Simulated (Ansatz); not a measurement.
A nudged elastic band was laid between two geometries of BrH + F3GeHO (8 atoms, charge 0, multiplicity 1).

The calculation used RKS PBE-D4/def2-SVP in Ansatz.

- movable images: 7
- climbing image: yes
- spring: 5.0 eV/Å²
- optimiser: quadratic models (default)
- start path: through a guess of the saddle point
- force threshold: 0.05 eV/Å
- iteration limit: 60
- end points: relaxed

First end point:

```xyz
8
Properties=species:S:1:pos:R:3
Ge -0.150 0.237 -0.102
F 0.270 0.274 1.602
F 1.328 0.570 -0.933
F -1.225 1.550 -0.397
O -0.918 -1.266 -0.548
H -0.454 -2.016 -0.104
Br 1.034 -2.915 1.689
H 0.847 -1.548 2.126
```

Last end point:

```xyz
8
Properties=species:S:1:pos:R:3
Ge 0.446 -0.070 -0.329
F -0.918 -1.608 2.117
F 1.234 0.201 -1.842
F -0.123 1.481 0.206
O -0.837 -1.235 -0.573
H -1.124 -1.543 0.323
Br 2.028 -0.776 1.224
H 0.027 -1.563 2.209
```

(1) Which bonds break or form, and what moves?

(2) What energy profile does the band end with?

(3) What is the geometry of the highest image?

(4) What are the harmonic wavenumbers there?

Answers

(1) Bonds broken: Ge1–F2, Br7–H8. Bonds formed: Ge1–Br7, F2–H8. BrH + F3GeHO becomes BrF2GeHO + FH.

(2) The run converged. The highest image is number 4 of 0 to 8, 60.9 kJ/mol above the first end and 80.4 kJ/mol above the last; the last end lies 19.5 kJ/mol below the first. A vibrational analysis at the climbing image gives one clearly imaginary mode, 223i cm⁻¹: a first-order saddle point. The orbitals stay closed-shell, which can raise the energy where a bond breaks towards radicals; this wasn't checked here.

| image | path coordinate (Å) | energy (kJ/mol) | Ge1–F2 (Å) | Br7–H8 (Å) | Ge1–Br7 (Å) |
| --- | --- | --- | --- | --- | --- |
| 0 | 0.00 | 0.0 | 1.76 | 1.45 | 3.81 |
| 1 | 0.48 | 0.9 | 1.76 | 1.45 | 3.66 |
| 2 | 0.96 | 6.8 | 1.76 | 1.46 | 3.40 |
| 3 | 1.44 | 33.1 | 1.81 | 1.51 | 3.02 |
| 4 | 1.92 | 60.9 | 1.97 | 1.76 | 2.70 |
| 5 | 3.00 | 38.3 | 2.47 | 2.18 | 2.40 |
| 6 | 4.09 | 9.8 | 2.83 | 2.38 | 2.33 |
| 7 | 5.18 | -10.6 | 2.85 | 2.42 | 2.32 |
| 8 | 6.26 | -19.5 | 3.19 | 2.37 | 2.33 |

(3) 
```xyz
8
Properties=species:S:1:pos:R:3
Ge 0.007 -0.190 0.011
F 0.191 0.162 1.943
F 1.475 0.192 -0.828
F -0.842 1.313 -0.126
O -1.217 -1.314 -0.567
H -0.900 -2.224 -0.386
Br 1.299 -2.239 1.211
H 0.720 -0.814 2.075
```

(4) 223i, 68, 127, 163, 209, 255, 258, 303, 379, 409, 677, 725, 748, 768, 942, 1081, 1527, 3659 cm⁻¹.

Time of the run: 3.2 min on 4 threads of Arm Neoverse V1, with other jobs on the host, peak memory 0.23 GiB.
